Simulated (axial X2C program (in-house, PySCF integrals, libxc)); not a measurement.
**NaTi⁺: cheaper levels and CCSD(T), 2c**

Computed with an in-house all-electron X2C program for linear molecules (integrals from PySCF). Two-component (2c) means X2C with spin–orbit coupling and atomic mean-field two-electron Coulomb and Gaunt terms. Basis: Ti dyall-cv3z [10s10p6d4f2g], Na dyall-cv3z [9s8p5d2f] (cores contracted in-house); Gaussian nuclei, density fitting, unrestricted open shells. Masses: Ti 47.948 u, Na 22.990 u.

State: Ω = 1 (⟨Sz⟩ = 1.00, ⟨Lz⟩ = 0.00 at HF); fragments Ti + Na+.

```
level  Re (Å)  ωe (cm⁻¹)
 PBE0   3.293      139.0
   HF   3.465      126.2
  MP2   3.417      127.8
 CCSD   3.422      128.9
  PBE   3.247      141.9
```

Correlated methods: 4 electrons correlated (number of frozen shells: Ti 3 s, 2 p; Na 2 s, 1 p), 304 virtual spin orbitals or spinors in MP2, 75 natural virtuals in coupled cluster.

CCSD(T), same Hamiltonian and basis:

Re = 3.421 Å, ωe = 128.8 cm⁻¹; T1 = 0.037 (Lee–Taylor normalisation).

Q: Give the differences from CCSD(T) in the columns below.

A: 

```
level  ΔRe (Å)  Δωe (cm⁻¹)
 PBE0   -0.128        10.2
   HF    0.044        -2.6
  MP2   -0.004        -1.0
 CCSD    0.001         0.1
  PBE   -0.174        13.1
```

The state is a single determinant with fixed occupations, the lowest that a limited PBE0 search found. De is not given where an atomic determinant may have missed its ground term or J level, or where the truncated virtual space spoils (T). Density functionals use the spin component along the axis (collinear). CCSD and (T) use frozen natural virtuals with an MP2 correction for the truncation; (T) itself is uncorrected, so its De runs slightly low. PBE0 can misorder states that lie within some tenths of an eV, so this need not be the ground state of the molecule. The nearest other 2c determinant of the search, Ω = 2, lies 0.10 eV up at the distance of the search. Without a current term, density functionals place determinants with orbital angular momentum somewhat too high. With several unpaired electrons one determinant need not be a pure state. The outer-core s and p shells of the metal are frozen in the correlated rows, which leaves out core–valence correlation; for alkali and alkaline-earth bonds that tends to lengthen them. Open-shell Ω = 0 determinants with evenly filled partner blocks cannot be reached by this program, so the Ω shown need not be the lowest component. At some level and bond length an empty orbital lies below a filled one. This is the Ω = 1 component of a π² triplet; the 0⁺ component is not one determinant and can lie lowest. Some points did not converge and are left out. The determinant is spin-polarised beyond a pure state at some levels (its spin-free form has ⟨S²⟩ too high), which makes Re and μ there less reliable.
